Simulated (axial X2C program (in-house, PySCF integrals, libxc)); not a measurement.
# Bond lengths and stretching modes, held linear, of SGaS

Computed with an axial X2C code built on PySCF integrals: two-component X2C with atomic mean-field Coulomb and Gaunt terms, Gaussian nuclei, basis S dyall-av3z, Ga dyall-v3z with contracted cores. Spin-free rows use the one-electron spin-free X2C Hamiltonian.

Masses S 31.972, Ga 68.926, S 31.972 u. States: 2c Ω = 3/2 (beyond evenly filled blocks: ω = 3/2); spin-free M_S = 1/2, Λ = 1 (beyond evenly filled blocks: π+α, π+β, π-α).

B3LYP, 2c: energies above the lowest point

```csv
r(S–Ga) (Å),r(Ga–S) (Å),E (meV)
2.0026,2.0026,103.13
2.0026,2.0540,47.32
2.0026,2.1053,39.59
2.0540,2.0026,47.32
2.0540,2.0540,0.00
2.0540,2.1053,0.45
2.0540,2.1567,37.26
2.1053,2.0026,39.59
2.1053,2.0540,0.45
2.1053,2.1053,8.94
2.1567,2.0540,37.26
2.1567,2.1567,105.73
```

Q: Fit a quadratic surface with cubic terms in each bond: where is the minimum, and what are the two stretching wavenumbers?

A: At B3LYP, 2c: bonds 2.075 and 2.075 Å; harmonic stretches 405.6 and 466.6 cm⁻¹; force constants 2.61, 2.61 and coupling 0.49 mdyn/Å.

The other levels and Hamiltonians give:

```
Hamiltonian  level  r(S–Ga) (Å)  r(Ga–S) (Å)  lower stretch (cm⁻¹)  upper stretch (cm⁻¹)
         2c   PBE0        2.058        2.058                 422.2                 465.2
  spin-free   PBE0        2.057        2.057                 422.4                 465.4
  spin-free  B3LYP        2.074        2.074                 405.9                 466.7
```

Each state is one determinant, the lowest of a limited PBE0 search; the stretches come from a fit to these few points and carry an uncertainty of a few per cent. Other orders of the atoms were not compared. Left out for rough or failed fits: HF 2c, MP2 2c, HF spin-free, MP2 spin-free. The molecule was held linear; bending was not examined, so a bent shape may lie lower. Note: functional without a current term on a determinant with orbital currents, of the molecule or an atom.
